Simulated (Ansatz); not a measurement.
`[SeH][SiH]1BC1` and `F[SiH]1BC1` differ in one atom or group.

Ansatz, PBE0-D4/def2-TZVP geometries, multiplicity 1. Each molecule was computed in one conformer, which needn't be the lowest.

Scalar relativity is left out up to krypton.

```tsv
property	`[SeH][SiH]1BC1`
HOMO–LUMO gap (ωB97M-V/def2-TZVPP) / eV	9.37
HOMO–LUMO gap (PBE/def2-TZVPP) / eV	3.54
ideal-gas entropy at 298 K and 1 bar (rigid rotor, harmonic PBE0-D4/def2-TZVP) / J/(mol·K)	337
HOMO energy (B3LYP/def2-TZVPP) / eV	-6.54
LUMO energy (B3LYP/def2-TZVPP) / eV	-1.50
size of the dipole moment (PBE/def2-TZVPP) / D	1.64
```

Question: Give the same properties after the change, and the shifts. (Best estimate.)

Answer: Ansatz gave: 
```json
{"property": "HOMO–LUMO gap (ωB97M-V/def2-TZVPP) / eV", "`F[SiH]1BC1`": "9.58", "shift": "0.21"}
{"property": "HOMO–LUMO gap (PBE/def2-TZVPP) / eV", "`F[SiH]1BC1`": "3.51", "shift": "-0.03"}
{"property": "ideal-gas entropy at 298 K and 1 bar (rigid rotor, harmonic PBE0-D4/def2-TZVP) / J/(mol·K)", "`F[SiH]1BC1`": "297", "shift": "-40"}
{"property": "HOMO energy (B3LYP/def2-TZVPP) / eV", "`F[SiH]1BC1`": "-6.99", "shift": "-0.45"}
{"property": "LUMO energy (B3LYP/def2-TZVPP) / eV", "`F[SiH]1BC1`": "-1.85", "shift": "-0.35"}
{"property": "size of the dipole moment (PBE/def2-TZVPP) / D", "`F[SiH]1BC1`": "0.97", "shift": "-0.67"}
```

With PBE0 the HOMO falls by 0.43 eV and the LUMO falls by 0.35 eV, so the gap widens by about 0.08 eV. PBE moves the HOMO by -0.34 eV and ωB97M-V by -0.49 eV. The zero-point energy changes by -15.6 kJ/mol with -3 modes. Dipoles are sizes alone; their direction can turn.

B3LYP here is the variant with VWN-RPA as its local correlation; programs differ in this.

Spin–orbit coupling is left out; it splits and shifts lone-pair levels of the heavy atoms by tenths of an eV.
